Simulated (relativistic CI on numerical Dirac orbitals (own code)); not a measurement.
# Au³⁺ (5d8) in a crystal field

Calculated by Dirac-Coulomb-Breit CI, separate exchange-only KLI orbitals for each configuration, model QED (radiative potential, 1s self-energy scaled to tabulated hydrogen-like ionisation energies), valence Slater integrals scaled by 0.85, one configuration in a parametric crystal field (own radial code).

Field parameters in Wybourne normalisation: Td as Oh with Dq negative (B⁴₀ = 21Dq, B⁴₄ = √(5/14) B⁴₀). The field is a parameter set, without covalency.

S and J are read from ⟨S²⟩ = S(S + 1) and ⟨J²⟩ = J(J + 1) of each level; they are not fictitious spins.

Td, 10Dq = -3100 cm⁻¹, the lowest 10 levels:

| E (cm⁻¹) | Degeneracy | Irrep | S | J |
| --- | --- | --- | --- | --- |
| 0.0 | 1 | A1 | 0.98 | 3.99 |
| 799 | 3 | T1 | 0.97 | 3.99 |
| 1424 | 2 | E | 0.97 | 3.98 |
| 3107 | 3 | T2 | 0.97 | 3.97 |
| 8724 | 3 | T2 | 0.67 | 2.11 |
| 10357 | 2 | E | 0.63 | 2.05 |
| 13143 | 3 | T1 | 1.00 | 3.01 |
| 13999 | 1 | A2 | 1.00 | 3.00 |
| 14033 | 3 | T2 | 0.96 | 2.94 |
| 19231 | 2 | E | 1.00 | 2.02 |

Td, 10Dq = -5600 cm⁻¹, the lowest 16 levels:

| E (cm⁻¹) | Degeneracy | Irrep | S | J |
| --- | --- | --- | --- | --- |
| 0.0 | 1 | A1 | 0.98 | 3.98 |
| 1336 | 3 | T1 | 0.98 | 3.96 |
| 2459 | 2 | E | 0.96 | 3.94 |
| 5211 | 3 | T2 | 0.96 | 3.91 |
| 9101 | 3 | T2 | 0.69 | 2.23 |
| 12125 | 2 | E | 0.62 | 2.16 |
| 14651 | 3 | T1 | 1.00 | 3.03 |
| 16083 | 1 | A2 | 1.00 | 3.00 |
| 16577 | 3 | T2 | 0.92 | 2.92 |
| 19851 | 2 | E | 1.00 | 2.06 |
| 23390 | 1 | A1 | 0.83 | 0.79 |
| 24135 | 3 | T2 | 0.98 | 2.05 |
| 27117 | 3 | T1 | 0.99 | 1.10 |
| 27209 | 3 | T2 | 0.23 | 3.83 |
| 28261 | 2 | E | 0.38 | 3.53 |
| 30516 | 3 | T1 | 0.08 | 3.98 |

Td, 10Dq = -8100 cm⁻¹, the lowest 16 levels:

| E (cm⁻¹) | Degeneracy | Irrep | S | J |
| --- | --- | --- | --- | --- |
| 0.0 | 1 | A1 | 0.98 | 3.96 |
| 1776 | 3 | T1 | 0.98 | 3.93 |
| 3366 | 2 | E | 0.96 | 3.89 |
| 6789 | 3 | T2 | 0.97 | 3.71 |
| 9642 | 3 | T2 | 0.68 | 2.49 |
| 13696 | 2 | E | 0.59 | 2.30 |
| 16334 | 3 | T1 | 1.00 | 3.05 |
| 18241 | 1 | A2 | 1.00 | 3.00 |
| 19263 | 3 | T2 | 0.89 | 2.92 |
| 20668 | 2 | E | 0.99 | 2.14 |
| 24777 | 1 | A1 | 0.79 | 1.17 |
| 26724 | 3 | T2 | 0.94 | 2.18 |
| 27923 | 3 | T2 | 0.34 | 3.70 |
| 28984 | 3 | T1 | 0.99 | 1.15 |
| 29288 | 2 | E | 0.50 | 3.33 |
| 32658 | 3 | T1 | 0.09 | 3.98 |

The free-ion ground term has S = 1. Every field shown keeps that spin.

Levels of this model without a field, named by their leading LS term: 3F_4 0, 1D_2 7941, 3F_3 11556, 3P_2 18764, 3P_0 20219, 3P_1 23495, 1G_4 26061, 1D_2 30383 cm⁻¹.
